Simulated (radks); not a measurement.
The krypton ion Kr20+, configuration [Ne] 3s2 3p4.

Calculated with a radial shooting solver on a logarithmic mesh with Libxc functionals: Dirac Kohn-Sham, PBE, spin-unpolarised, spherical densities, point nucleus; open shells fill j = l - 1/2 first.

Energy parts (eV):
part                       energy
total                  -69542.394
kinetic                 71627.540
electron-nucleus      -153963.701
Hartree                 14707.188
exchange-correlation    -1913.421

Orbitals (lengths in bohr, moments of r in powers of bohr; <r^-3> diverges for s and p1/2; r(max) is where P^2 peaks):
| orbital | occ. | eigenvalue (eV) | <r^2> | <r^-3> | <1/r> | r(max) |
|---|---|---|---|---|---|---|
| 1s1/2 | 2 | -14977.74 | 0.002318 | - | 36.76 | 0.02708 |
| 2s1/2 | 2 | -2672.241 | 0.03880 | - | 8.306 | 0.1538 |
| 2p1/2 | 2 | -2498.482 | 0.02966 | - | 8.256 | 0.1207 |
| 2p3/2 | 4 | -2443.799 | 0.03101 | 1450 | 7.973 | 0.1240 |
| 3s1/2 | 2 | -931.8231 | 0.2439 | - | 3.170 | 0.4321 |
| 3p1/2 | 2 | -872.0883 | 0.2331 | - | 3.104 | 0.4151 |
| 3p3/2 | 2 | -860.3628 | 0.2394 | 314.2 | 3.037 | 0.4213 |
| 3d3/2 | 0 | -768.9129 | 0.1949 | 48.25 | 2.904 | 0.3436 |
| 3d5/2 | 0 | -766.4644 | 0.1966 | 46.75 | 2.887 | 0.3453 |
| 4s1/2 | 0 | -461.9964 | 0.9137 | - | 1.612 | 0.8985 |

The highest occupied level is 3p3/2 at -860.36 eV. For comparison, the ionisation energy in NIST's Atomic Spectra Database is 883 eV (semi-empirical). In exact Kohn-Sham theory the highest level is minus the ionisation energy, but local and semilocal functionals leave it too shallow, through self-interaction and a potential that decays too fast; potentials with the right tail come closer. Summed over all electrons, <r^2> = 1.698 bohr^2, which gives a Langevin (diamagnetic) susceptibility term of -1.35 x 10^-6 cm^3/mol.

Beside tabulated values, note that spin-unpolarised runs miss the spin-polarisation part of the exchange energy of open shells.
